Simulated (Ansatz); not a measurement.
Consider the substitution at a C–C bond: `Cc1ccc[nH]1` + `[OH][Y]([OH])[OH]` → `C[O][Y]([OH])[OH]` + `c1cc[nH]c1`.

Calculated with Ansatz (gas phase, PBE0-D4/def2-TZVP geometries, no zero-point term in ΔE). CBS: MP2 limit from def2 TZ/QZ plus the TZ coupled-cluster correction, frozen cores. Functionals use def2-TZVPP. B3LYP here is the variant with VWN-RPA as its local correlation; programs differ in this. HSE06 is defined as in plane-wave codes. def2 core potentials past Kr. For Y outer-core shells are correlated without core-valence functions, which leaves a few kJ/mol of doubt a bond. Each species was taken in one conformer, which may not be the lowest.

```csv
level,ΔE (kcal/mol),difference from CCSD(T)/CBS
revPBE-D4,15.4,-0.8
BLYP-D4,13.9,-2.3
r2SCAN-D4,15.3,-0.9
PBE0-D4,15.6,-0.6
B3LYP-D4,14.4,-1.8
HSE06-D4,15.5,-0.7
ωB97X-V,15.0,-1.2
PBE,14.3,-1.9
BHLYP,14.0,-2.2
CAM-B3LYP,14.1,-2.1
RPA@PBE/def2-TZVPP,13.7,-2.5
CCSD(T)/def2-SVP,13.3,-2.9
HF/def2-TZVPP,13.2,-3.0
HF/def2-QZVPP,13.0,-3.2
SCS-MP2/def2-QZVPP,16.0,-0.2
HF/CBS(def2),13.0,-3.2
CCSD(T)/CBS,16.2,0
```

Largest T1 diagnostic among the species: 0.014.

Leaving LDA and LC-ωPBE aside and taking each functional with its dispersion term where it has one, the values, not all of them listed here, spread over 2.1 kcal/mol, from BLYP-D4 to PBE-QIDH. LDA lies +1.5 kcal/mol from PBE without D4. From BLYP to BHLYP (50 % exact exchange), in def2-TZVPP and without D4, ΔE moves by +1.5 kcal/mol.
